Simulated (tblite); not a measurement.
Input of a run (GFN2-xTB geometry optimisation, gas phase (tblite 0.8.0)), started from a force field or distance geometry:
```
{"job": {"kind": "relax", "xc": "GFN2-xTB", "basis": "xTB"}, "charge": 0, "multiplicity": 1}
Si     1.885600     0.882600     0.262800
C      1.430800    -0.835200    -0.229300
C      0.273500    -0.963400    -1.146800
Si    -1.318700    -0.251000    -0.455100
P     -1.860900    -1.364900     1.383500
P     -1.093200     1.882700    -0.182600
Cl    -2.843100    -0.543900    -1.867700
H      1.534900     1.880300    -0.745400
H      1.235600     1.142400     1.580100
H      3.330800     1.028400     0.520300
H      1.295900    -1.470800     0.706800
H      2.354700    -1.271400    -0.707800
H      0.077500    -2.069300    -1.235600
H      0.481200    -0.577100    -2.170700
H     -0.786400    -1.544000     2.298900
H     -3.125800    -0.990700     1.953600
H     -1.165100     2.362300     1.182600
H     -1.716000     2.709300    -1.159200
```

Output (eV, eV/Å):
```
step      E/eV     max force
  0    -622.45286    2.465
  1    -622.85088    1.852
  2    -623.27242    1.782
  3    -623.70120    2.101
  4    -624.04726    1.787
  5    -624.18098    1.111
  6    -624.28221    0.552
  7    -624.31280    0.522
  8    -624.37836    0.617
  9    -624.42055    0.673
 10    -624.47600    0.506
 11    -624.51645    0.463
 12    -624.55349    0.521
 13    -624.59488    0.655
 14    -624.63374    0.527
 15    -624.65625    0.300
 16    -624.66744    0.220
 17    -624.67437    0.235
 18    -624.68226    0.217
 19    -624.69152    0.249
 20    -624.69928    0.252
 21    -624.70463    0.207
 22    -624.70884    0.164
 23    -624.71300    0.148
 24    -624.71679    0.168
 25    -624.72044    0.191
 26    -624.72456    0.177
 27    -624.72932    0.175
 28    -624.73393    0.169
 29    -624.73754    0.154
 30    -624.74034    0.122
 31    -624.74297    0.114
 32    -624.74567    0.112
 33    -624.74827    0.113
 34    -624.75069    0.121
 35    -624.75306    0.112
 36    -624.75540    0.121
 37    -624.75758    0.130
 38    -624.75968    0.123
 39    -624.76176    0.126
 40    -624.76374    0.092
 41    -624.76557    0.099
 42    -624.76730    0.131
 43    -624.76883    0.106
 44    -624.76994    0.072
 45    -624.77065    0.071
 46    -624.77120    0.063
 47    -624.77193    0.091
 48    -624.77309    0.103
 49    -624.77459    0.088
 50    -624.77593    0.070
 51    -624.77681    0.067
 52    -624.77744    0.062
 53    -624.77807    0.059
 54    -624.77885    0.069
 55    -624.77983    0.091
 56    -624.78097    0.097
 57    -624.78218    0.101
 58    -624.78334    0.089
 59    -624.78432    0.095
 60    -624.78552    0.087
 61    -624.78683    0.082
 62    -624.78805    0.082
 63    -624.78889    0.073
 64    -624.78956    0.055
 65    -624.79026    0.075
 66    -624.79117    0.102
 67    -624.79222    0.090
 68    -624.79315    0.074
 69    -624.79383    0.055
 70    -624.79470    0.079
 71    -624.79574    0.109
 72    -624.79693    0.101
 73    -624.79785    0.069
 74    -624.79853    0.063
 75    -624.79899    0.049
 76    -624.79949    0.054
 77    -624.79997    0.046
 78    -624.80040    0.064
 79    -624.80080    0.070
 80    -624.80117    0.060
 81    -624.80152    0.046
 82    -624.80186    0.050
 83    -624.80214    0.041
 84    -624.80234    0.043
 85    -624.80249    0.038
 86    -624.80264    0.031
 87    -624.80284    0.031
 88    -624.80299    0.027
 89    -624.80313    0.026
 90    -624.80324    0.026
 91    -624.80337    0.033
 92    -624.80357    0.037
 93    -624.80386    0.035
 94    -624.80416    0.037
 95    -624.80438    0.037
 96    -624.80452    0.035
 97    -624.80464    0.031
 98    -624.80476    0.031
 99    -624.80486    0.033
100    -624.80494    0.024
101    -624.80499    0.018
102    -624.80503    0.017
103    -624.80508    0.016
104    -624.80513    0.021
105    -624.80520    0.022
106    -624.80529    0.019
107    -624.80536    0.017
108    -624.80541    0.012
109    -624.80544    0.013
110    -624.80548    0.016
111    -624.80553    0.017
112    -624.80558    0.018
113    -624.80562    0.014
114    -624.80564    0.009
```

Question: Summarise the run.

Answer: The energy falls by 2.353 eV over 114 L-BFGS steps, the largest force on an atom goes from 2.46 to 0.009 eV/Å, and the atoms move by 0.648 Å rms after alignment. The bond that changes most is Si4–P6 (chlorine-bound silicon to three-coordinate phosphorus), which lengthens by 0.116 Å. Bonds longer at the end by more than 0.005 Å: 5 of 17; shorter: 11. Among the angles that change most is H15–P5–H16, from 116.2° to 92.6°. Among the dihedrals that turn most is P5–Si4–P6–H18, from -134° to -82°. The energy never rose by more than 1e-5 eV on the way. The first step brought 17 % of the lowering.

Question: What are the final bond lengths?

Answer: Si1–C2 1.902 Å, C2–C3 1.527 Å, C3–Si4 1.916 Å, Si4–P5 2.273 Å, Si4–P6 2.279 Å, Si4–Cl7 2.056 Å, Si1–H8 1.463 Å, Si1–H9 1.468 Å, Si1–H10 1.463 Å, C2–H11 1.095 Å, C2–H12 1.093 Å, C3–H13 1.093 Å, C3–H14 1.091 Å, P5–H15 1.386 Å, P5–H16 1.387 Å, P6–H17 1.387 Å, P6–H18 1.386 Å. Numbering counts from 1 in the input's order; the species is `[SiH3]CC[Si](Cl)(P)P`.

Its GFN2-xTB frequencies are all real (lowest 32 cm⁻¹). The numbers are those of one conformer. 3 starts were optimised and ended at 0.00, 0.03 and 0.45 kcal/mol (GFN2-xTB); the lowest of these is shown.

All values are computed, not measured.
